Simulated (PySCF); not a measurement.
Series: H2E=Y. All species are isolated molecules in the gas phase. Strings in code marks are SMILES.

Excitations are Tamm–Dancoff values on a coarser integration grid. The basis has no diffuse functions, so Rydberg states are missing or too high.

A: `[SiH2]=S`
B: `[GeH2]=[S]`
C: `C=N`
D: `[SiH2]=[Se]`
E: `[GeH2]=[O]`
F: `[Se]=C`

Question: Rank these by dipole moment (lowest first), as PySCF 2.14.0 with r2SCAN-D4/def2-TZVP gives it.

Answer: F (1.61 D), C (1.99 D), D (2.36 D), A (2.62 D), B (2.88 D), E (3.74 D)
